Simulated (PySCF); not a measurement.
C3H5ClN2Si.
Bonds: Si1–C2, C2–C3 (aromatic), C3–N4 (aromatic), N4–C5 (aromatic), C5–Cl6, C5–N7 (aromatic), C2–N7 (aromatic). Hydrogens: H8, H9, H10 on Si1; H11 on C3; H12 on N4.

Method: PBE0-D3(BJ)/def2-SVP geometry optimisation, gas phase in PySCF; density fitting, grid level 1; the optimiser is geomeTRIC in internal coordinates, started from a GFN2-xTB structure with every atom displaced at random (about 0.01 Å).

Step 0: E = -26547.0671 eV
```
atom  x, y, z in Å  |  force x, y, z in eV/Å
Si1     2.1526    0.2720    0.3931   -1.448   0.856  -0.320
C2      0.2956    0.0883    0.0519    1.066   0.154   0.173
C3     -0.4705   -1.0362   -0.1413    2.169  -0.814   0.434
N4     -1.7069   -0.6198   -0.3353   -3.332  -0.266  -0.642
C5     -1.7059    0.7296   -0.2787    0.635   0.797   0.275
Cl6    -3.1198    1.6593   -0.4760   -0.107  -0.072  -0.037
N7     -0.5064    1.1914   -0.0357   -0.693   0.431  -0.193
H8      2.7630    1.0811   -0.6901    0.188   0.043  -0.091
H9      2.6951   -1.0512    0.4418    0.647  -1.162   0.037
H10     2.3267    0.9579    1.6861    0.163   0.150   0.304
H11    -0.1880   -2.0726   -0.1216    0.034  -0.516  -0.047
H12    -2.5463   -1.1944   -0.4987    0.676   0.398   0.108
```

Step 1: E = -26547.1418 eV
```
atom  x, y, z in Å  |  force x, y, z in eV/Å
Si1     2.1247    0.2857    0.4008    0.106  -0.207  -0.172
C2      0.2884    0.1133    0.0785   -0.018  -0.142   0.160
C3     -0.4569   -1.0244   -0.1205   -0.372  -0.363   0.110
N4     -1.7777   -0.6299   -0.2723    1.575   0.508  -0.199
C5     -1.7266    0.7351   -0.2305   -0.342   0.057   0.155
Cl6    -3.1705    1.6220   -0.4307   -0.034   0.167  -0.035
N7     -0.5463    1.2125    0.0125   -0.306   0.146  -0.117
H8      2.7856    0.9780   -0.7472   -0.016   0.035   0.026
H9      2.7221   -1.0926    0.5047   -0.112   0.143   0.025
H10     2.4220    1.0476    1.6478   -0.076  -0.006   0.026
H11    -0.1849   -2.0748   -0.1173    0.080  -0.096  -0.052
H12    -2.4906   -1.1673   -0.7303   -0.487  -0.243   0.071
```

Task: Estimate the geometry and energy of step 2. (The exact step hangs on the optimiser's Hessian estimate; all steps are aligned on step 1, rigid shifts and turns removed.)

Result: E = -26547.0291 eV, largest force 2.424 eV/Å
```
atom  x, y, z in Å  |  force x, y, z in eV/Å
Si1     2.1009    0.2778    0.3891    0.028   0.141  -0.058
C2      0.2716    0.1118    0.0585    0.835   0.448   0.219
C3     -0.4133   -1.0706   -0.1272   -0.819   1.812  -0.029
N4     -1.6959   -0.6054   -0.3120   -1.893  -1.390  -0.601
C5     -1.7550    0.7520   -0.2362    0.962  -0.574  -0.066
Cl6    -3.1746    1.6933   -0.3846    0.058  -0.425  -0.083
N7     -0.5702    1.2205   -0.0242    1.006  -0.069   0.379
H8      2.7788    0.9761   -0.7444    0.030   0.013   0.018
H9      2.6797   -1.0972    0.5125   -0.031   0.002   0.009
H10     2.3601    1.0390    1.6452    0.024  -0.003   0.027
H11    -0.1380   -2.1231   -0.1020   -0.067   0.095  -0.100
H12    -2.4550   -1.1688   -0.6794   -0.133  -0.049   0.286
```

The energy changes by +0.1127 eV. The first-order estimate −F·Δx gives -0.1840 eV and the mean of the old and new forces, exact on a quadratic surface, +0.1150 eV. The step makes an angle of 62° with the force vector and moves no atom by more than 0.094 Å. The energy falls at the start of this step and ends higher, so the step passed the lowest point of its straight line.

What follows is the cost of the whole optimisation. Hardware: an Arm Neoverse V2 with one thread, shared host with 32 logical CPUs at a one-minute load of 17. Cost: 74 s wall, 0.56 GiB resident at most.
